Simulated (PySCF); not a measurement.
[CrBr5]3- holds Cr(II), d4, at total charge -3. The structure is a model geometry with rigid ligands and bond lengths from ionic radii, not a minimum; coordination square pyramidal, point group C4v, metal–donor distances 2.60 Å.

Method (PySCF 2.14, density fitting): CASSCF(4,5) with orbitals averaged over all microstates of the shell, strongly contracted NEVPT2 on the averaged canonical orbitals; basis x2c-TZVPall on the metal, x2c-SVPall elsewhere; spin-free X2C; IEF-PCM water; spin-orbit coupling by state interaction with the mean-field operator over all roots.

CASSCF energies above the lowest CASSCF root:

```
state  CASSCF / cm⁻¹
  5B1              0
  5A1           4875
  5B2           6578
   5E           7116
  3A2          18229
   3E          18334
  3B1          19371
   3E          20811
  3A1          21441
  3A2          21564
  3B2          23523
  3B1          23651
   3E          23868
   3E          24676
  3A2          25704
  3A1          25883
  3B2          26382
  3B1          27298
   1E          27345
  1A1          27353
  1B1          27378
  1B2          27923
```

Q: How does dynamic correlation (SC-NEVPT2) move these states?

A: 
```json
{"state": "5B1", "NEVPT2 / cm⁻¹": "0", "shift / cm⁻¹": "0"}
{"state": "5A1", "NEVPT2 / cm⁻¹": "6032", "shift / cm⁻¹": "+1157"}
{"state": "5B2", "NEVPT2 / cm⁻¹": "8310", "shift / cm⁻¹": "+1732"}
{"state": "5E", "NEVPT2 / cm⁻¹": "8671", "shift / cm⁻¹": "+1556"}
{"state": "3A2", "NEVPT2 / cm⁻¹": "16655", "shift / cm⁻¹": "-1574"}
{"state": "3E", "NEVPT2 / cm⁻¹": "16764", "shift / cm⁻¹": "-1571"}
{"state": "3B1", "NEVPT2 / cm⁻¹": "18321", "shift / cm⁻¹": "-1050"}
{"state": "3E", "NEVPT2 / cm⁻¹": "19009", "shift / cm⁻¹": "-1802"}
{"state": "3A1", "NEVPT2 / cm⁻¹": "20660", "shift / cm⁻¹": "-782"}
{"state": "3A2", "NEVPT2 / cm⁻¹": "19500", "shift / cm⁻¹": "-2064"}
{"state": "3B2", "NEVPT2 / cm⁻¹": "22964", "shift / cm⁻¹": "-559"}
{"state": "3B1", "NEVPT2 / cm⁻¹": "21597", "shift / cm⁻¹": "-2054"}
{"state": "3E", "NEVPT2 / cm⁻¹": "23632", "shift / cm⁻¹": "-237"}
{"state": "3E", "NEVPT2 / cm⁻¹": "23831", "shift / cm⁻¹": "-845"}
{"state": "3A2", "NEVPT2 / cm⁻¹": "25955", "shift / cm⁻¹": "+250"}
{"state": "3A1", "NEVPT2 / cm⁻¹": "24472", "shift / cm⁻¹": "-1412"}
{"state": "3B2", "NEVPT2 / cm⁻¹": "25887", "shift / cm⁻¹": "-495"}
{"state": "3B1", "NEVPT2 / cm⁻¹": "26001", "shift / cm⁻¹": "-1296"}
{"state": "1E", "NEVPT2 / cm⁻¹": "25418", "shift / cm⁻¹": "-1927"}
{"state": "1A1", "NEVPT2 / cm⁻¹": "25589", "shift / cm⁻¹": "-1764"}
{"state": "1B1", "NEVPT2 / cm⁻¹": "25596", "shift / cm⁻¹": "-1782"}
{"state": "1B2", "NEVPT2 / cm⁻¹": "24808", "shift / cm⁻¹": "-3115"}
```

The geometry is a model, and the complex may not exist in this form. NEVPT2 lifts 5B2 from 6578 to 8310 cm⁻¹; on the d shell alone such lifts tend to overshoot. Gaps between spin states lean to high spin in this active space.
